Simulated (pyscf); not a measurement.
# H₂N–Ta(NH₂)(NH₂)(NH₂)–OH, singlet

Gas-phase minimum from PySCF at ωB97X-D3(BJ)/def2-SVP, one conformer. 

SMILES: [NH2][Ta]([NH2])([NH2])([NH2])[OH]
```xyz
15

N     -0.7144    -1.1140    -2.3520
Ta    -0.7031    -0.0612    -0.6418
N     -0.7649    -0.8334     1.2115
N      1.2609    -0.5424    -0.5721
N     -0.4020     1.9064    -0.7944
O     -2.6045     0.2143    -0.6845
H     -0.0298    -1.8052    -2.6391
H     -1.4195    -0.9904    -3.0735
H     -1.4936    -0.6042     1.8818
H     -0.0818    -1.4564     1.6285
H      1.8463    -0.7507    -1.3773
H      1.8227    -0.6221     0.2720
H      0.5044     2.3608    -0.8143
H     -1.1575     2.5819    -0.8585
H     -3.5439     0.0359    -0.6736
```
Charge 0, spin multiplicity 1.

Bonds (Å): N1–Ta2 2.008, N1–H7 1.014, N1–H8 1.016, Ta2–N3 2.009, Ta2–N4 2.023, Ta2–N5 1.996, Ta2–O6 1.922, N3–H9 1.016, N3–H10 1.014, N4–H11 1.017, N4–H12 1.017, N5–H13 1.014, N5–H14 1.016, O6–H15 0.956. Bond angles (°): Ta2–N1–H7 126.5, Ta2–N1–H8 123.0, H7–N1–H8 110.5, N1–Ta2–N3 125.7, N1–Ta2–N4 84.8, N1–Ta2–N5 116.9, N1–Ta2–O6 92.9, N3–Ta2–N4 84.6, N3–Ta2–N5 117.0, N3–Ta2–O6 92.6, N4–Ta2–N5 95.2, N4–Ta2–O6 174.4, N5–Ta2–O6 90.4, Ta2–N3–H9 123.0 (the first ones only).

Properties at ωB97X-D3(BJ)/def2-SVP:

```
Quantity                                                                                                                                                                                                                                                                                                                          Result
---------------------------------------------------------------------------------------------------------------------  -----------------------------------------------------------------------------------------------------------------------------------------------------------------------------------------------------------------
Harmonic wavenumbers, unscaled                                                                                         45, 85, 158, 183, 213, 237, 266, 288, 290, 344, 371, 400, 428, 435, 438, 474, 550, 568, 579, 602, 638, 639, 664, 670, 696, 720, 1509, 1514, 1518, 1536, 3589, 3606, 3606, 3613, 3679, 3708, 3709, 3719, 4026 cm⁻¹
Zero-point energy                                                                                                                                                                                                                                                                                                          71.9 kcal/mol
Rotational symmetry number                                                                                                                                                                                                                                                                                                             1
Entropy of this conformer at 298 K and 1 atm, rigid rotor and harmonic oscillator, modes under 100 cm⁻¹ raised to 100                                                                                                                                                                                                    423.6 J/(mol K)
Dipole moment                                                                                                                                                                                                                                                                                                                     0.41 D
```

Single-point totals, which compare only within one level:

```tsv
level	total energy (hartree)
ωB97X-D3(BJ)/def2-TZVP	-357.12177
PBE/def2-TZVP	-356.67941
r²SCAN/def2-TZVP	-356.87086
B3LYP-D3(BJ)/def2-TZVP	-357.04439
PBE0-D3(BJ)/def2-TZVP	-356.65057
M06-2X/def2-TZVP	-356.76133
ωB97M-D3(BJ)/def2-TZVP	-357.02420
```

The lowest mode is so soft that the shape along it may change with the basis. Soft torsions are taken as harmonic, which can shift the entropy by several J/(mol K). Elements past Kr carry the def2 core potentials, without spin-orbit coupling.
